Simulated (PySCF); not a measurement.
# Ta²⁺: excitation energy

Ta²⁺ [Xe] 4f14 5d3 (4F) → Ta²⁺ [Xe] 4f14 5d2 6p1 (high-spin determinant), as a difference of total energies. All numbers are calculated (PySCF 2.14, scalar relativity through the core potential, in aug-cc-pVDZ-PP with ECP60MDF). Correlated levels: valence: 5s2 5p6 frozen. The calculations carry no spin-orbit coupling.

```csv
method,excitation energy (eV)
UHF,6.748
MP2 (valence),6.783
SCS-MP2 (valence),6.760
CCSD (valence),6.654
CCSD(T) (valence),6.629
```

Question: How much does correlation contribute at CCSD(T) (valence)?

Answer: 6.629 − (6.748) = -0.119 eV, measured against UHF.

The coupled-cluster amplitudes are large for the upper state (T1 above 0.03 or a double amplitude above 0.15), so a single reference is strained.

The determinant of the upper state mixes LS terms, which raises its energy above the lowest term, most at the Hartree-Fock and MP2 levels.
